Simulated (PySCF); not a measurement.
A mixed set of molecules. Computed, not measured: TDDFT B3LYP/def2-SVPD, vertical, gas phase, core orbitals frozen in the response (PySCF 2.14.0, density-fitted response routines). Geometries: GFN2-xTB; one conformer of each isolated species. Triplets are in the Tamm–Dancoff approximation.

Question: Rank by computed HOMO–LUMO gap, lowest first.
A. `FC1CCCCC1`
B. `CC(F)(F)S(=O)(=O)Cl`
C. `O=C(Cl)c1ccsc1`
D. `CNN1CCCC1`
E. `C=CN(C)NCC`

Answer: C (5.23 eV), E (5.84 eV), D (6.29 eV), B (7.10 eV), A (8.64 eV).

```tsv
SMILES	gap (eV)	LUMO (eV)	S1 (eV)	T1 (eV)	HOMO (eV)	S1 mainly
O=C(Cl)c1ccsc1	5.23	-2.35	4.53	3.47	-7.58	H-2→L (95%)
C=CN(C)NCC	5.84	0.35	5.06	3.96	-5.49	H→L (88%)
CNN1CCCC1	6.29	0.34	5.40	5.28	-5.95	H→L (98%)
CC(F)(F)S(=O)(=O)Cl	7.10	-2.18	5.84	5.22	-9.28	H→L (98%)
FC1CCCCC1	8.64	0.36	7.75	7.60	-8.28	H→L (99%)
```

H and L stand for HOMO and LUMO.

- `O=C(Cl)c1ccsc1`: Löwdin shares by element: HOMO carbon 83% or more (atoms not listed hold the other 17%); LUMO carbon 44% or more, oxygen 20%, sulfur 14% (atoms not listed hold the other 22%).
- `C=CN(C)NCC`: Löwdin shares by element: HOMO carbon 40% or more, nitrogen 39% (atoms not listed hold the other 20%); LUMO carbon 46% or more (atoms not listed hold the other 54%).
- `CNN1CCCC1`: Löwdin shares by element: HOMO nitrogen 65%, carbon 12% or more (atoms not listed hold the other 22%); LUMO carbon 22% or more, hydrogen 18% or more (atoms not listed hold the other 60%).
- `CC(F)(F)S(=O)(=O)Cl`: Löwdin shares by element: HOMO oxygen 53%, chlorine 44%; LUMO chlorine 44%, sulfur 26%, oxygen 18%.
- `FC1CCCCC1`: Löwdin shares by element: HOMO (one of a set within 0.03 eV) carbon 48% or more (atoms not listed hold the other 52%); LUMO carbon 26% or more, hydrogen 8% or more (atoms not listed hold the other 66%).
